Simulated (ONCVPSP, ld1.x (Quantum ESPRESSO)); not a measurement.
# Pseudopotentials across the periodic table

Generated with ld1.x 7.5 (TM, RRKJ, ultrasoft, PAW), atompaw 4.2 or ONCVPSP 4.0.1. The cutoff is in Ry: for ld1.x and atompaw files where the sum of valence levels is converged to 10 mRy in a Bessel basis, for ONCV files where the hardest occupied wave has 1 mHa per electron of residual kinetic energy. The error is the largest all-electron minus pseudo excitation energy over each file’s own four to seven test configurations (ionisations up to +4, promotions, holes and added fractions of an electron), all of which were solved. The labels leave out finer settings (local radius, basis sizes, second energies), which also bear on the numbers. Spin-polarised tests are not counted. The rows are a selection from randomly drawn settings: files with unsolved tests, undetermined cutoffs or missed reference levels are left out.

```tsv
element	potential	cutoff (Ry)	largest error (meV)	bound ghosts
F	TM semilocal, BLYP, scalar-relativistic, rc 0.98/1.64/1.24 (spd), local s, core correction yes, reference 2s2 2p4.75	70	+1312	none
Co	ONCV, LDA (Perdew-Zunger), fully relativistic, rc 1.55/0.90/1.80 (spd), local smoothed, core correction yes, reference 3s2 3p6 3d7 4s2, qcut 10.3/7.4/7.1, projectors 2/1/2	129	-435	none
As	ONCV, PBE, scalar-relativistic, rc 1.75/1.60 (sp), local smoothed, core correction yes, reference 4s2 4p2, qcut 4.7/5.3, projectors 2/2	19	-66	none
Rh	TM, PBE, scalar-relativistic, rc 2.35/1.40/1.65 (spd), local s, core correction yes, reference 4p6 4d6 5s0 5p0	70	-533	none
In	TM semilocal, revPBE, scalar-relativistic, rc 2.05/2.75/2.85 (spd), local p, core correction yes, reference 5s1.75 5p1.25	15	-189	none
Bi	TM semilocal, PBE, scalar-relativistic, rc 1.80/2.65/2.70 (spd), local s, core correction yes, reference 6s1 6p4	21	-603	none
```

Question: Fill in the row for In: TM, PBE, scalar-relativistic, rc 2.25/2.90 (sp), local smoothed, core correction yes, reference 5s2 5p1.

Answer: cutoff 10 Ry, largest error -204 meV, bound ghosts: none.

Question: Fill in the row for Li: TM, PBEsol, scalar-relativistic, rc 1.15/4.45/4.60 (spd), local p, core correction no, reference 1s2 2s0 2p0.

Answer: cutoff 70 Ry, largest error +1129 meV, bound ghosts: none.

Question: Fill in the row for Fe: ONCV, PBE, scalar-relativistic, rc 1.55/0.95/1.15/1.40 (spdf), local smoothed, core correction no, reference 3s2 3p6 3d6 4s2, qcut 9.3/9.5/16.3/7, projectors 2/1/2/3.

Answer: cutoff 164 Ry, largest error +7.4 meV, bound ghosts: none.
